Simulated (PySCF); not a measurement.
VF2, SMILES [F][V][F] (connectivity only; charge and spin as stated), neutral, multiplicity 4.

Geometry optimised at B3LYP-D3(BJ)/def2-TZVP. The multiplicity is an assumed one; other spin states were not compared.

Two levels are set side by side: PBE/def2-TZVPD (PySCF) and r2SCAN/def2-TZVPD (PySCF). Same geometry, gas phase. Differences are taken from unrounded values.

| quantity | PBE |
|---|---|
| α-spin orbital gap (eV) | 1.05 |
| β-spin orbital gap (eV) | 6.48 |
| mean polarisability (bohr³) | 39.4 |

Q: These are the PBE values. What does r2SCAN give? (The exact figures need the calculation; the answer reports its results.)

A: 
```csv
quantity,r2SCAN,PBE minus r2SCAN
α-spin orbital gap (eV),1.79,-0.75
β-spin orbital gap (eV),7.64,-1.16
mean polarisability (bohr³),36.3,3.2
```

Rough cost on one machine, each run with all the roots and properties that it gave: r2SCAN against PBE about 3 times.
